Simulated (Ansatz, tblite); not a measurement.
Adding an electron: K₄H₄⁺ (the lowest doublet isomer of a short search). The state is a doublet with charge 1. Geometry: PBE-D4/def2-SVP. Ansatz, gas phase; energy differences of separate SCF runs; the reduced species is a singlet (the triplet lies 0.45 eV higher at PBE0-D4/def2-TZVP).

Cartesian coordinates in Å:
```
K 0.454 1.944 1.622
K -0.996 0.012 -1.068
K -1.464 5.040 -2.146
K 0.398 -1.861 1.940
H 1.327 -0.111 0.250
H -1.334 -0.011 1.533
H 0.985 -2.183 -0.939
H 0.630 -2.829 -1.191
```

The xTB rows come from tblite. In the doublet, H7 and H8 lie 0.78 Å apart (atoms count from 1), so H2 has formed as a molecule. The structure comes from a short search, and lower isomers may exist.

Problem. Estimate orbital energies and vertical electron affinities at: GFN1-xTB; GFN2-xTB; PBE-D4/def2-TZVP; r2SCAN-D4/def2-TZVP; PBE0-D4/def2-TZVP.

Solution. 
```
              level  −HOMO (eV)  −LUMO (eV)  vertical EA (eV)  HOMO–LUMO gap (eV)
           GFN1-xTB           –           –             11.62                   –
           GFN2-xTB           –           –              8.03                   –
   PBE-D4/def2-TZVP        5.51        4.79              3.46                0.72
r2SCAN-D4/def2-TZVP        5.48        4.33              3.10                1.15
  PBE0-D4/def2-TZVP        5.98        4.20              3.31                1.78
```

  HOMO and LUMO are the levels of the spin that leaves or enters (xTB has no such levels and no spin-polarisation term). Other spin states of the ions may lie lower, which would lower the ionisation energy or raise the affinity. Raw xTB energy differences between charge states are shifted by several eV; the methods need an empirical correction for them.
